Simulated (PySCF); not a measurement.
These compounds are isomers of formula C7H9NSi.

A. `InChI=1S/C7H9NSi/c1-6-7(9-6)8-4-2-3-5-8/h2-5,7H,1,9H2/t7-/m1/s1`
B. SMILES C(=C\C#C)(/C#N)[SiH](C)C
C. SMILES C1(/C=N\[H])=C[C@@]2([SiH3])C=C[C@@H]12

Spectrum 1. 1H NMR (300 MHz, computed): δ 7.13 (m, 1H), 7.01 (m, 1H), 6.53 (m, 2H), 6.32 (m, 2H), 4.07 (m, 1H), 3.63 (m, 1H), 3.43 (m, 1H). 13C{1H} NMR (computed): δ 145.1 (C), 141.2 (CH2), 121.1 (CH), 114.2 (CH), 36.1 (CH).

Spectrum 2. 1H NMR (300 MHz, computed): δ 10.96 (br s, 1H), 8.40 (s, 1H), 6.97 (s, 1H), 6.92 (m, 1H), 6.89 (m, 1H), 4.10 (s, 3H), 3.90 (m, 1H). 13C{1H} NMR (computed): δ 166.8 (CH), 156.5 (CH), 156.3 (CH), 156.2 (C), 149.3 (CH), 51.8 (CH), 47.9 (C).

Spectrum 3. 1H NMR (300 MHz, computed): δ 7.04 (d, 1H), 4.91 (sept, 1H), 3.79 (d, 1H), 0.42 (d, 6H). 13C{1H} NMR (computed): δ 146.1 (CH), 136.2 (C), 124.4 (C), 107.5 (CH), 86.2 (C), -4.2 (CH3).

Level of theory: shielding tensors at PBE0/pcSseg-1 (GIAO), geometry: GFN2-xTB, in PySCF 2.14.0 with density-fitted response routines (no solvent model, relativity neglected, fast rotation and ring inversion assumed for equivalent nuclei, a single conformation).

Shifts are taken against calculated references (same method and geometry level): 1H (σ = 31.72 ppm), 13C (σ = 186.93 ppm) vs TMS. Where no couplings were computed, multiplicities follow the n + 1 count of equivalent neighbours, and m marks all less simple cases (inequivalent or close neighbours, rings, F or P nearby). Shifts are as computed. Against solution values, carbons near 30 ppm lie about +3 ppm off and those near 130 ppm about +5 ppm. Of 1309 compounds with measured shifts, 239 miss one by over three times the rms of a fit or turn the order of signals round; such compounds aren't used in these exercises. OH and NH positions are gas-phase values without hydrogen bonding to other molecules.

Which spectrum belongs to which compound?

Answers

1–A, 2–C, 3–B.

- Spectrum 1 (A): 5 13C signals; δC 145.1 is a fully substituted alkene carbon; δC 141.2 is a terminal =CH2 carbon.
- Spectrum 2 (C): 7 13C signals; δC 156.5 is an alkene CH; δC 156.3 is an alkene CH.
- Spectrum 3 (B): 6 13C signals; δC 146.1 is an alkene CH; δC 136.2 is a fully substituted alkene carbon.
